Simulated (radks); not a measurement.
Results of a calculation; reference values are marked as such.
Question: Valence configurations of Ni+ (all share [Ar]). Code: a radial shooting solver on a logarithmic mesh with Libxc functionals. Model: non-relativistic Kohn-Sham, PBE, spin-unpolarised, spherical densities, point nucleus. Order these by energy: 3d7.5 4s0.5 4p1; 3d6 4s2 4p1; 3d7.5 4p1.5; 3d8 4p1; 3d9; 3d8.5 4s0.5; 3d8.5 4p0.5; 3d7 4s2; 3d8 4s0.5 4p0.5; 3d8 4s1.

Answer: From the lowest, in eV above it: 3d9 0.000; 3d8.5 4s0.5 1.281; 3d8 4s1 3.425; 3d8.5 4p0.5 3.850; 3d8 4s0.5 4p0.5 6.141; 3d8 4p1 8.896; 3d7 4s2 10.794; 3d7.5 4s0.5 4p1 12.330; 3d7.5 4p1.5 15.272; 3d6 4s2 4p1 29.761. NIST lists [Ar] 3d9 as the ground configuration; this level of theory agrees among the configurations tried. The energies are those of spherical spin-averaged densities, not of single terms.
